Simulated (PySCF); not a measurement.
TiOF2, SMILES [Ti]([F])([F])=[O], multiplicity 1. Atoms are numbered in the order given.

```xyz
4

Ti     0.1267    -0.0324     0.0000
O     -0.1161    -1.6075     0.0000
F     -0.1033     0.7540     1.5782
F     -0.1033     0.7540    -1.5782
```
Charge 0, spin multiplicity 1.

Geometry: B3LYP-D3(BJ)/def2-SVP. The multiplicity is an assumed one; other spin states were not compared.

All values below come from B3LYP-D3(BJ)/def2-SVP (PySCF 2.14.0).

Frequencies are harmonic and unscaled.

| mode | ν (cm⁻¹) | IR (km/mol) | Raman (Å⁴/amu) | depolarisation | moving atoms (share of kinetic energy) |
|---|---|---|---|---|---|
| 1 | 80 | 104.4 | 0.2 | 0.68 | Ti 49 %, F 35 %, O 15 % |
| 2 | 207 | 13.1 | 1.3 | 0.68 | F 70 %, Ti 18 %, O 11 % |
| 3 | 279 | 4.7 | 2.3 | 0.75 | O 57 %, F 35 %, Ti 9 % |
| 4 | 705 | 64.8 | 6.0 | 0.11 | F 87 %, Ti 10 % |
| 5 | 815 | 233.3 | 0.2 | 0.75 | F 56 %, Ti 44 % |
| 6 | 1123 | 206.3 | 13.4 | 0.12 | O 73 %, Ti 27 % |
